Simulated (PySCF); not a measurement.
**Exercise with solution: entropy of an ideal gas**

Si(F)(H)(SH)2 (FH3S2Si), SMILES [SiH](F)(S)S.

Geometry: r2SCAN-D4/def2-SVP. Other conformers were not sampled.

r2SCAN-D4/def2-SVP in PySCF gives the harmonic wavenumbers 140, 167, 201, 242, 281, 489, 563, 672, 760, 806, 846, 909, 2259, 2684, 2688 cm⁻¹ and the rotational temperatures 0.2034, 0.1173, 0.0808 K. The molar mass is 114.23 g/mol, the symmetry number 1, the spin multiplicity 1.

**Question.** Work out the entropy at 298.15 K and 1 atm in the rigid-rotor, harmonic-oscillator model.

**Answer.** 
Translation (Sackur–Tetrode at 1 atm): S = R[1.5 ln M + 2.5 ln T − 1.16487] = 167.8 J/(mol K).
Rotation: q = (√π/σ) T^1.5/√(θA θB θC) = 208000, S = R[ln q + 3/2] = 114.3 J/(mol K).
Vibration: with u = 1.4388 ν/T, each mode gives R[u/(e^u − 1) − ln(1 − e^−u)]:
| ν (cm⁻¹) | modes | u | S (J/(mol K)) |
|---|---|---|---|
| 140 | 1 | 0.68 | 11.73 |
| 167 | 1 | 0.81 | 10.33 |
| 201 | 1 | 0.97 | 8.89 |
| 242 | 1 | 1.17 | 7.48 |
| 281 | 1 | 1.36 | 6.39 |
| 489 | 1 | 2.36 | 2.87 |
| 563 | 1 | 2.72 | 2.17 |
| 672 | 1 | 3.24 | 1.43 |
| 760 | 1 | 3.67 | 1.01 |
| 806 | 1 | 3.89 | 0.85 |
| 846 | 1 | 4.08 | 0.72 |
| 909 | 1 | 4.39 | 0.56 |
The stiffer modes add less than 0.005 each. Sum 54.4 J/(mol K).
Spin: R ln 1 = 0.0 J/(mol K).
Total 336.6 J/(mol K); the program's own thermochemistry gives 336.6. Translation makes up 50 % and vibration 16 %. Anharmonicity, hindered rotation and orbital degeneracy are left out.
